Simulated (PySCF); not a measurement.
Isomers of C6H12OS, mass 132.061 u with the commonest isotopes. Method used: PBE0/pcSseg-1 in PySCF (dipole) on a GFN2-xTB geometry, gas phase. One conformer each, none proved a minimum here; rigid rotors.

Problem. Order these by rotational constant C, smallest first.
A. `[CH3:1][CH2:2][CH2:3][C@@H:4]1[CH2:5][CH2:6][S@:7]1=[O:8]` with C1–C2–C3–C4 -178°, C2–C3–C4–C5 -72°, C3–C4–C5–C6 -140°, C4–C5–C6–S7 21°, C5–C6–S7–O8 -123°, C3–C4–S7–C6 139°
B. `[O:1]=[S:2]1[CH2:3][CH2:4][CH2:5][CH2:6][CH2:7][CH2:8]1` with O1–S2–C3–C4 -161°, S2–C3–C4–C5 -39°, C3–C4–C5–C6 -51°, C4–C5–C6–C7 99°
C. `[CH2:1]=[CH:2][CH2:3][CH2:4][S@@:5](=[O:6])[CH2:7][CH3:8]` with C1–C2–C3–C4 124°, C2–C3–C4–S5 -48°, C3–C4–S5–O6 -179°, C4–S5–C7–C8 -170°

Solution. A (753.2 MHz), C (938.2 MHz), B (1108 MHz).

Problem. Order these by rotational constant B, smallest first.
A. `[CH2:1]=[CH:2][CH2:3][CH2:4][S@@:5](=[O:6])[CH2:7][CH3:8]` with C1–C2–C3–C4 124°, C2–C3–C4–S5 -48°, C3–C4–S5–O6 -179°, C4–S5–C7–C8 -170°
B. `[O:1]=[S:2]1[CH2:3][CH2:4][CH2:5][CH2:6][CH2:7][CH2:8]1` with O1–S2–C3–C4 -161°, S2–C3–C4–C5 -39°, C3–C4–C5–C6 -51°, C4–C5–C6–C7 99°
C. `[CH3:1][CH2:2][CH2:3][C@@H:4]1[CH2:5][CH2:6][S@:7]1=[O:8]` with C1–C2–C3–C4 -178°, C2–C3–C4–C5 -72°, C3–C4–C5–C6 -140°, C4–C5–C6–S7 21°, C5–C6–S7–O8 -123°, C3–C4–S7–C6 139°

Solution. C (861.4 MHz), A (1133 MHz), B (1568 MHz).

Problem. Order these by radius of gyration √(Σ m r²/M), largest first.
A. `[O:1]=[S:2]1[CH2:3][CH2:4][CH2:5][CH2:6][CH2:7][CH2:8]1` with O1–S2–C3–C4 -161°, S2–C3–C4–C5 -39°, C3–C4–C5–C6 -51°, C4–C5–C6–C7 99°
B. `[CH3:1][CH2:2][CH2:3][C@@H:4]1[CH2:5][CH2:6][S@:7]1=[O:8]` with C1–C2–C3–C4 -178°, C2–C3–C4–C5 -72°, C3–C4–C5–C6 -140°, C4–C5–C6–S7 21°, C5–C6–S7–O8 -123°, C3–C4–S7–C6 139°
C. `[CH2:1]=[CH:2][CH2:3][CH2:4][S@@:5](=[O:6])[CH2:7][CH3:8]` with C1–C2–C3–C4 124°, C2–C3–C4–S5 -48°, C3–C4–S5–O6 -179°, C4–S5–C7–C8 -170°

Solution. B (2.297 Å), C (2.124 Å), A (1.921 Å).

```tsv
SMILES	point group	Ia (u·Å²)	Ib (u·Å²)	Ic (u·Å²)	κ	μa (D)	μb (D)	μc (D)
C=CCC[S@@](=O)CC	C1	206.36	446.19	538.68	-0.74	2.66	1.97	1.85
CCC[C@@H]1CC[S@]1=O	C1	136.42	586.71	670.99	-0.93	2.68	2.90	0.89
O=S1CCCCCC1	C1	196.23	322.25	455.92	-0.37	4.36	0.15	0.41
```
